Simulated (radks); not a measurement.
Sn II, 49 electrons, occupied as [Kr] 4d10 5s2 7d1 (not the ground configuration). Calculated with a radial shooting solver on a logarithmic mesh with Libxc functionals: non-relativistic Kohn-Sham, PBE, spin-polarised, spherical densities, point nucleus; open shells are filled with parallel spins first (spin-orbit coupling, left out, can overturn this in heavy ions); relativity is left out, which matters for an element this heavy.

X-ray form factor f0, the Fourier transform of the density (f0(0) = 49):

sin(theta)/lambda (1/angstrom)  f0 (electrons)
0.05                                    47.383
0.1                                     45.604
0.15                                    43.165
0.2                                     40.347
0.25                                    37.500
0.3                                     34.766
0.4                                     29.876
0.5                                     25.923
0.6                                     22.896
0.8                                     18.886
1                                       16.188
1.25                                    13.287
1.5                                     10.700
2                                        7.165
